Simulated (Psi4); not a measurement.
H3Ga, triplet, at the geometry of the source list (a higher spin typed on purpose: for a closed-shell molecule this is an excited state), with bond 3-1 at 2.0 times its length. Base run: Psi4 with B3LYP/6-311G**.

The Psi4 input:
```
memory 2 GB

molecule mol {
0 3
Ga    0.000000    0.000000   -0.000000
H     0.670000   -0.436800    1.347500
H    -0.627600    3.024400   -0.530000
H    -0.356300   -1.075500   -1.082500
}

set {
  basis 6-311g**
  reference uks
}

energy('b3lyp')
print_variables()
```

Variants of this job, named by their change:

```
change                          ΔE vs base (µEh)  SCF cycles  grid points  basis functions
------------------------------  ----------------  ----------  -----------  ---------------
base                                         0.0          10        88443               62
dft_radial_points = 50                     -2222          10        59553               62
dft_radial_points = 150                      0.5          10       175194               62
dft_pruning_scheme = treutler               -431          10        49605               62
dft_basis_tolerance = 1e-8                   0.0          10        87827               62
scf_initial_accelerator = none               0.0          12        88443               62
dft_nuclear_scheme = becke                   1.9          10        88138               62
puream = false                             -2164          10        88443               65
scf_type = disk_df                           0.0          10        88443               62
guess = core                                 0.0          14        88443               62
guess = gwh                                  0.0          12        88443               62
dft_pruning_scheme = robust                  1.2          10        61221               62
dft_radial_scheme = becke                    884          10        79823               62
```

Open shells are given as the SCF converged; they aren't shown to be the lowest states, and a large step between rows can be another state.
